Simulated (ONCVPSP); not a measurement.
B: one change to an ONCV potential, before and after

- Element: boron
- Generator: ONCVPSP 4.0.1
- Type: optimised norm-conserving Vanderbilt (ONCV)
- Functional: PBE
- Relativity: non-relativistic
- Frozen core: [He]
- Valence charge: 3
- Reference configuration: 2s2 2p1
- Partial waves: 2s: rc 1.05 bohr, ncon 4, nbas 8, qcut 4.8 1/bohr, 2 projectors, debl 4 Ha; 2p: rc 2.40 bohr, ncon 4, nbas 7, qcut 5.9 1/bohr, 2 projectors, debl 3 Ha
- Local potential: polynomial inside 0.80 bohr (lpopt 5, dvloc0 0 Ha)
- Core correction: Teter function, fcfact 2.5, rcfact 1.4

All-electron outer shells of the reference configuration (PBE, non-relativistic, ld1.x):

| shell | level (eV) | outermost node (bohr) | outermost maximum (bohr) |
| --- | --- | --- | --- |
| 1s | -180.54 | – | 0.21 |
| 2s | -9.44 | 0.46 | 1.52 |
| 2p | -3.61 | – | 1.57 |

Change: s: rc 1.5.

Cutoffs: the cutoffs (Ha) at which the residual kinetic energy of the hardest occupied pseudo-wave falls to 1 and 0.1 mHa per electron; they do not see the model core or the augmentation charge, which bear on the density cutoff. Errors are all-electron minus pseudo energies relative to the spin-unpolarised reference configuration.

Predict the effect on cutoff, ghosts and configuration errors.

The potential gets softer (12 Ha and 74 Ha → 10 Ha and 34 Ha); the errors of the 4 common tests hardly move; neither file shows a bound ghost. A larger radius leaves more room for a smooth pseudo-wave, so fewer plane waves are needed.

```tsv
quantity	base	changed
cutoff, loose	12 Ha	10 Ha
cutoff, tight	74 Ha	34 Ha
loose cutoff by channel	s 12 Ha, p 9.8 Ha	s 10 Ha, p 9.8 Ha
bound ghosts	none	none
GHOST(+) flags under 300 eV	s at 217.4 eV	none
error for 2s2 2p0, meV [ΔE 8.22 eV]	+33	+35
error for 2s1 2p0, meV [ΔE 33.64 eV]	+134	+134
error for 2s2 2p0.5, meV [ΔE 2.89 eV]	+4.3	+4.5
error for 2s0 2p3, meV [ΔE 11.71 eV]	-13	-12
p: phases at 2.43 bohr within 0.05 rad from the reference energy up to (Ha; the scan ends near 5)	0.9	0.9
rms error of d²Exc/dni dnj with the model core, mHa	1.74	1.80
```
